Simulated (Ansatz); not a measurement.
Mn2S⁺. The state is a doublet with charge 1. Geometry relaxed at PBE-D4/def2-TZVP.

```xyz
3

Mn    1.354   -0.290    0.488
Mn   -0.752    1.175   -0.027
S    -0.602   -0.885   -0.460
```

The charge 1 doublet is spin-contaminated (final ⟨S²⟩ up to 4.79, 0.75 for a pure state). The structure comes from a short search, and lower isomers may exist.

(1) Estimate the harmonic wavenumbers at UKS PBE-D4/def2-TZVP (Ansatz, unscaled). Is this a minimum?

Results:

(1) 146, 306, 450 cm⁻¹. Yes, no mode is imaginary beyond noise. Zero-point energy 5.4 kJ/mol. Hardware: 4 threads of Arm Neoverse V2 on a shared host. Wall time 17 s.
